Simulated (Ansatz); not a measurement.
**Computed against measured: atomisation enthalpy at 298 K**

6 molecules with halogens; the atomisation enthalpy at 298 K in kJ/mol, computed less measured. Shapes, held fixed at every level: PBE0-D4/def2-TZVP. Flexible molecules stand in one conformer, not always the lowest. Thermal terms are harmonic and unscaled (B3LYP/6-31G*, PBE0-D4/def2-TZVP); the spin-orbit lowering of the free atoms is taken from their spectra. Programs: Ansatz 0.2.0. Measured values: CRC Handbook of Chemistry and Physics, NIST-JANAF tables.

Levels: A = HF/def2-TZVPP; B = wB97X-V/def2-TZVPP; C = CCSD(T)/CBS estimate.

```
                    molecule  from tabulated heats      A    B    C
       SOF2 (SMILES O=S(F)F)                  1229   -630  +42  +41
  NF3 (nitrogen trifluoride)                   843   -702  +31   -3
   C2Cl2O2 (oxalyl chloride)                  2511  -1009   -5  -23
   SF6 (sulfur hexafluoride)                  1974  -1022   -1   +2
C4F8 (octafluorocyclobutane)                  5045  -1792  +59   -2
C4H8Cl2 (1,4-dichlorobutane)                  5037  -1348   +3   -8
```

Sum up the errors.


| level | kind | mean error | mean absolute error | worst case |
| --- | --- | --- | --- | --- |
| HF/def2-TZVPP | Hartree–Fock | -1083.8 | 1083.8 | C4F8 |
| wB97X-V/def2-TZVPP | range-separated hybrid | +21.5 | 23.5 | C4F8 |
| CCSD(T)/CBS estimate | coupled cluster or CI | +1.2 | 13.2 | SOF2 |

On this set CCSD(T)/CBS estimate has the smallest mean absolute error and HF/def2-TZVPP the largest. HF/def2-TZVPP is too low in 6 of 6; wB97X-V/def2-TZVPP is too high in 4 of 6. The heats of C2Cl2O2 (oxalyl chloride), C4F8 (octafluorocyclobutane), C4H8Cl2 (1,4-dichlorobutane) come from older tables and can be uncertain by 10 kJ/mol or more. Heats of the atoms come from ATcT where it has them. The levels differ in basis as well as in method. With so many references in doubt the order of the levels isn't settled. The tabulated value of SOF2 is in doubt (older tables, estimates, or at odds with other calculations) and kept here. Over the 5 molecules whose values aren't doubted the mean absolute errors are A 1174.6; B 19.8; C 7.6. For HF/def2-TZVPP the error tends to grow with the atomisation enthalpy. Hartree–Fock lacks correlation and underbinds. The CBS estimate extrapolates MP2 from def2-TZVPP and def2-QZVPP and adds CCSD(T) − MP2 in the triple-zeta set, cores frozen. The set is small.
